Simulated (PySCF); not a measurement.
## Polarisability and C₆ of In (indium, neutral)

[Kr] 4d10 5s1 5p2, high-spin 4P determinant (an excited configuration). Calculation: PySCF 2.14, in dyall-av2z; no relativity, point nucleus. Coupled (time-dependent) response in atomic units; α is the mean over directions. A double-zeta set is small for polarisabilities.

| method | mean α (bohr³) | α xx, yy, zz | C₆ (like pair) | S(−4) |
| --- | --- | --- | --- | --- |
| HSE06 | 75.65 | 61.56, 82.69, 82.69 | 817.2 | 2479 |

S(−4) is the Cauchy moment in α(ω) = α(0) + S(−4) ω² + …

Spin-orbit coupling is absent.

α(iu) at HSE06:

| u (hartree) | α(iu) (bohr³) |
| --- | --- |
| 0 | 75.65 |
| 0.0500 | 70.02 |
| 0.100 | 57.85 |
| 0.200 | 35.62 |
| 0.300 | 22.60 |
| 0.500 | 11.06 |
| 0.750 | 5.836 |
| 1.00 | 3.617 |
| 1.50 | 1.804 |
| 2.00 | 1.093 |
| 3.00 | 0.5393 |
| 5.00 | 0.2223 |

A single London oscillator, α(iu) = α/(1 + u²/ω²), gives C₆ = (3/4) ω α². Matching the computed C₆ needs ω = 4 × 817.2 / (3 × 75.65²) = 0.190 hartree.

The components differ because the open shell of this determinant is not spherical; for a pure term their mean is the scalar polarisability.

A non-relativistic calculation at this Z misses sizeable relativistic shifts.
